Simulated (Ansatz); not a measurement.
SnH2Me(SiH3) (CH8SiSn). Charge 0, multiplicity 1. Geometry r2SCAN-D4/def2-SVP, basis def2-TZVP, Ansatz.

```tsv
run	HOMO (eV)	LUMO (eV)
A	-9.92	1.72
B	-6.79	-0.97
C	-6.68	-0.81
D	-7.73	-0.07
E	-7.30	-0.24
F	-7.88	0.13
```

In the def2 sets Sn takes a core potential; there is no spin–orbit coupling.

Question: The runs used LDA (SPW92), PBE, PBE0, r2SCAN0, r2SCANh, ωB97X-V. Estimate which is which.

Answer: A ωB97X-V (range-separated); B LDA (SPW92) (0 % exact exchange); C PBE (0 % exact exchange); D PBE0 (25 % exact exchange); E r2SCANh (10 % exact exchange); F r2SCAN0 (25 % exact exchange). Exact exchange lowers occupied and raises empty levels; among semilocal functionals meta-GGAs tend to open the gap a little, and such runs are hard to tell apart. The gap grows from 5.82 eV (LDA (SPW92)) to 11.64 eV (ωB97X-V).
